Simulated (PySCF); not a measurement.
## Correlation energy of B (boron, neutral)

[He] 2s1 2p2, high-spin 4P determinant (an excited configuration). Calculation: PySCF 2.14, in aug-cc-pwCVQZ (9s8p6d4f2g, 109 functions); no relativity, point nucleus. Frozen: nothing; 5 electrons correlated.

MP2 pair energies summed by pair of shells (mhartree):

```
 pair  energy  share (%)
1s-1s  -38.53       65.7
2p-2p   -6.87       11.7
2s-2p   -5.32        9.1
1s-2p   -5.22        8.9
1s-2s   -2.70        4.6
```

Total MP2 correlation energy: -58.64 mhartree.

Same-spin part -14.93 and opposite-spin part -43.72 mhartree; SCS-MP2 scales them by 1/3 and 6/5 to -57.43 mhartree.
